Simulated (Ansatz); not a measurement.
`[O]=[Ta]([OH])([F])[F]` + NH₃ → `[NH2][Ta](=[O])([OH])[F]` + H–F at 298.15 K and 1 bar (ligand exchange at a Ta–F bond).

Isolated molecules relaxed with PBE0-D4/def2-TZVP in Ansatz; ΔE leaves out vibrations. CCSD(T)/CBS adds triple-zeta CCSD(T) − MP2 to the extrapolated MP2 energy (def2 sets, frozen cores). This one scheme is used for every species. Elements past krypton have def2 core potentials. For Ta outer-core shells are correlated without core-valence functions, which leaves a few kJ/mol of doubt a bond. Each species was taken in one conformer, which may not be the lowest.

```
                   species  CCSD(T)/CBS energy (Eh)  H − E (kJ/mol)  S (J/(mol·K))
  `[O]=[Ta]([OH])([F])[F]`               -407.68418            73.7          343.1
                       NH₃                -56.50880           100.5          192.4
`[NH2][Ta](=[O])([OH])[F]`               -363.77097           136.5          355.2
                       H–F               -100.39570            33.5          173.6
```

H − E and S are ideal-gas, rigid-rotor, harmonic terms from PBE0-D4/def2-TZVP, for one conformer and one mirror image of each species. 1 Eh = 2625.50 kJ/mol, R = 8.31446 J/(mol·K).

Problem. By hand: ΔE, ΔH, ΔS and ΔG.

Solution. ΔE = (-363.77097) + (-100.39570) − (-407.68418) − (-56.50880) = 0.02631 Eh = 69.1 kJ/mol. Δ(H − E) = 136.5 + 33.5 − 73.7 − 100.5 = -4.2, so ΔH = 64.9 kJ/mol. ΔS = 355.2 + 173.6 − 343.1 − 192.4 = -6.7 J/(mol·K). ΔG = 64.9 − 298.15 × (-6.7)/1000 = 66.9 kJ/mol.

Problem. By hand: the equilibrium constant, and the temperature at which ΔG would vanish if ΔH and ΔS stayed fixed.

Solution. log₁₀ K = −ΔG/(RT ln 10) = -11.7. ΔH and −TΔS have one sign here, so there is no such temperature.

The number of gas molecules stays the same, so ΔS is small and ΔH decides. A doubt of 5 kJ/mol in ΔE shifts log₁₀ K by 0.9 here. Other conformers and mirror images would add mixing entropy, several J/(mol·K) or more a flexible species. These are equilibria of isolated gas molecules and say nothing of rates. Largest T1 diagnostic: 0.020 (customary marks: 0.02 for closed shells, 0.045 for open ones).

ΔS is within the doubt of such terms, so its sign, and with it that verdict, could turn.
